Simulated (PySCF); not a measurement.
## Ionisation energy of Sc²⁺ by level of theory

Sc²⁺ [Ar] 3d1 (2D) → Sc³⁺ [Ar] (1S), as a difference of total energies. All numbers are calculated (PySCF 2.14, the spin-free X2C one-electron Hamiltonian (Gaussian nucleus), in jorge-DZP-DKH (8s6p2d1f, 43 functions)). The calculations carry no spin-orbit coupling.

| method | ionisation energy (eV) |
| --- | --- |
| UHF | 23.905 |
| BP86 | 25.461 |
| M06-L | 24.820 |

The reference lies between the lowest fine-structure levels, while these numbers refer to the centres of the terms.

For comparison: 24.757 eV (measured; NIST Atomic Spectra Database, ionization energies).
